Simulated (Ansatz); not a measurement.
Energy profile

The step: Si₂H₄Cl₂ ([SiH3][SiH]([Cl])[Cl]) + H₂O + NH₃ → SiNH₃Cl₂ ([NH2][SiH]([Cl])[Cl]) + SiH₄ + H₂O; bonds formed: Si2–H8, H6–O9; dative contacts that become bonds: Si1–N7; bonds broken: Si1–Si2, H6–N7, H8–O9 (atoms numbered as in the saddle structure below).

Si1  (-1.358, 0.413, -0.345)
Si2  (0.682, -1.805, -0.415)
Cl3  (-2.840, 1.771, -0.910)
Cl4  (-1.930, -0.086, 1.553)
H5  (-1.453, -0.597, -1.405)
H6  (0.740, 1.205, 0.747)
N7  (0.047, 1.536, -0.298)
H8  (1.075, -0.362, 0.931)
O9  (1.382, 0.543, 1.510)
H10  (1.841, -2.680, -0.020)
H11  (-0.500, -2.728, -0.414)
H12  (0.925, -1.537, -1.879)
H13  (-0.245, 2.509, -0.357)
H14  (0.683, 1.338, -1.068)
H15  (0.952, 0.479, 2.370)
(Å)

Electronic energies by CCSD(T) at an estimated basis limit (MP2 extrapolated from triple and quadruple zeta, plus CCSD(T) − MP2 in triple zeta), on PBE0-D4/def2-TZVP structures; Si₂NH₉Cl₂O, closed shell; no counterpoise correction. Program: Ansatz 0.2.0. Basis: def2-TZVPP and def2-QZVPP. Cores are frozen in the correlated methods. Extrapolation: Hartree–Fock as exp(−7.88 √X), correlation as X^−2.97.

Q: Give the profile in kJ/mol, counted from the separated reactants. (Judge from chemistry; the value comes from the calculation.)

A: By the calculation:
```tsv
point	kJ/mol
separated: Si₂H₄Cl₂ (linked as [SiH3][SiH]([Cl])[Cl]; Si1, Si2, Cl3, Cl4, H5, H10, H11, H12; singlet) + NH₃ (H6, N7, H13, H14; singlet) + H₂O (H8, O9, H15; singlet)	0.0
start structure	-49.4
saddle	142.2
end structure	-96.3
separated: SiNH₃Cl₂ (linked as [NH2][SiH]([Cl])[Cl]; Si1, Cl3, Cl4, H5, N7, H13, H14; singlet) + SiH₄ (Si2, H8, H10, H11, H12; singlet) + H₂O (H6, O9, H15; singlet)	-67.4
```

The T1 diagnostic stays at or below 0.012.

For scale, one of the runs: CCSD(T)/def2-TZVPP, 356 basis functions, launched by `ansatz run in.yaml --threads 5 --pin off --events-out ev --progress --plain --max-ram 66560MiB --backend cuda --devices 0, --max-vram 37GiB`. Hardware: 5 CPU threads of an AMD EPYC 7R13 and a share of one NVIDIA H100, shared host. Wall time 23 s; peak host memory 0.85 GiB.
